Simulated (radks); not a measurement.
Question: All-electron atom: Sb+ in [Kr] 4d10 5s2 5p2. All-electron calculation, Dirac Kohn-Sham, PBEsol, spin-unpolarised, spherical densities, finite nucleus; open shells fill j = l - 1/2 first; Fermi nuclear charge, rms radius 4.6802 fm. Program: a radial shooting solver on a logarithmic mesh with Libxc functionals.

Spin-orbit splittings of the eigenvalues, e(l+1/2) - e(l-1/2), with zeta = 2 splitting/(2l+1) and mean radii in bohr:

| shell | occ. | splitting (eV) | zeta (eV) | <r> j=l-1/2 | <r> j=l+1/2 |
|---|---|---|---|---|---|
| 2p | 6 | 251.6 | 167.7 | 0.1033 | 0.1088 |
| 3p | 6 | 46.42 | 30.95 | 0.3210 | 0.3323 |
| 3d | 10 | 9.652 | 3.861 | 0.3034 | 0.3070 |
| 4p | 6 | 8.618 | 5.745 | 0.8325 | 0.8618 |
| 4d | 10 | 1.247 | 0.4990 | 1.022 | 1.035 |
| 5p | 2 | ? | ? | 2.601 | 2.703 |

Estimate the 5p splitting.

Answer: 0.7414 eV (zeta = 0.4942 eV).
